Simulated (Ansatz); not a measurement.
Reaction (cleavage of the P–Zn bond): `[CH3][Zn][PH2]` + `O[SiH2]O` → `O[SiH2]OP` + `[CH3][ZnH]`

Isolated molecules relaxed with PBE0-D4/def2-TZVP in Ansatz; ΔE leaves out vibrations. CCSD(T)/CBS is the MP2 limit (def2-TZVPP, def2-QZVPP) plus CCSD(T) − MP2 in def2-TZVPP, frozen cores. DFT in def2-TZVPP. B3LYP here is the variant with VWN-RPA as its local correlation; programs differ in this. HSE06 is defined as in plane-wave codes. For Zn outer-core shells are correlated without core-valence functions, which leaves a few kJ/mol of doubt a bond. Scalar relativity is left out up to krypton. Each species was taken in one conformer, which may not be the lowest.

`[CH3][Zn][PH2]`:

```xyz
8

C    -0.533    1.619   -0.218
Zn    0.271   -0.116    0.143
P     1.264   -2.126    0.597
H    -1.171    1.930    0.613
H    -1.146    1.581   -1.121
H     0.236    2.382   -0.360
H     1.036   -2.592   -0.729
H     0.041   -2.676    1.076
```

`O[SiH2]O`:

Cartesian coordinates in Å:
```
O -0.180 0.753 1.226
Si 0.358 0.141 -0.199
O -0.592 -1.058 -0.796
H -1.013 1.226 1.223
H 0.348 1.166 -1.268
H 1.718 -0.351 0.116
H -0.639 -1.878 -0.302
```

`O[SiH2]OP`:

Z-matrix (Å, degrees):
```
Si
O 1 1.648
O 1 1.637 2 112.6
H 1 1.473 2 105.8 3 -116.5
H 1 1.486 2 108.4 3 121.7
P 2 1.646 1 125.8 3 -64.8
H 3 0.958 1 118.2 2 82.2
H 6 1.424 2 98.7 1 -134.0
H 6 1.424 2 98.7 1 132.4
```

`[CH3][ZnH]`:

```xyz
6

C    -0.306    0.070    0.635
Zn    0.532   -0.122   -1.106
H    -1.310    0.493    0.543
H    -0.394   -0.897    1.137
H     0.278    0.730    1.281
H     1.199   -0.274   -2.491
```

| level | ΔE (kJ/mol) | difference from CCSD(T)/CBS |
| --- | --- | --- |
| LDA (SPW92) | 78.1 | 3.1 |
| PBE-D4 | 78.6 | 3.6 |
| revPBE-D4 | 74.2 | -0.8 |
| BLYP-D4 | 62.8 | -12.2 |
| r2SCAN-D4 | 73.8 | -1.2 |
| B97M-V | 64.5 | -10.5 |
| PBE0-D4 | 77.7 | 2.7 |
| B3LYP-D4 | 63.4 | -11.6 |
| r2SCANh-D4 | 74.2 | -0.8 |
| r2SCAN0-D4 | 74.6 | -0.4 |
| HSE06-D4 | 78.1 | 3.1 |
| BHLYP-D4 | 59.9 | -15.1 |
| CAM-B3LYP-D4 | 58.8 | -16.2 |
| ωB97M-V | 65.5 | -9.5 |
| B2PLYP | 68.5 | -6.5 |
| PBE | 81.7 | 6.7 |
| BLYP | 69.4 | -5.6 |
| r2SCAN | 74.6 | -0.4 |
| PBE0 | 80.4 | 5.4 |
| B3LYP | 68.3 | -6.7 |
| r2SCANh | 75.0 | 0.0 |
| r2SCAN0 | 75.5 | 0.5 |
| HSE06 | 80.6 | 5.6 |
| BHLYP | 63.6 | -11.4 |
| CAM-B3LYP | 61.5 | -13.5 |
| LC-ωPBE | 70.5 | -4.5 |
| RPA@PBE/def2-TZVPP | 58.4 | -16.6 |
| HF/def2-SVP | 69.1 | -5.9 |
| MP2/def2-SVP | 79.4 | 4.4 |
| CCSD/def2-SVP | 75.8 | 0.8 |
| CCSD(T)/def2-SVP | 75.8 | 0.8 |
| HF/def2-TZVPP | 54.0 | -21.0 |
| MP2/def2-TZVPP | 73.2 | -1.8 |
| SCS-MP2/def2-TZVPP | 63.8 | -11.2 |
| CCSD/def2-TZVPP | 67.5 | -7.5 |
| HF/def2-QZVPP | 52.1 | -22.9 |
| MP2/def2-QZVPP | 75.6 | 0.6 |
| SCS-MP2/def2-QZVPP | 66.3 | -8.7 |
| HF/CBS(def2) | 51.8 | -23.2 |
| MP2/CBS(def2) | 78.6 | 3.6 |
| CCSD(T)/CBS | 75.0 | 0 |

Largest T1 diagnostic among the species: 0.014.

The D4 term adds −5.0 kJ/mol with B3LYP and −2.7 kJ/mol with PBE0; it sums over pairs of atoms, weighted by their polarisabilities, and B3LYP, whose exchange is more repulsive, gets the larger term. In def2-TZVPP, CCSD(T) changes the Hartree–Fock value by +15.6 kJ/mol (the triples alone add +2.1 kJ/mol) and MP2 by +19.2 kJ/mol. From BLYP to BHLYP (50 % exact exchange), in def2-TZVPP and without D4, ΔE moves by −5.8 kJ/mol.
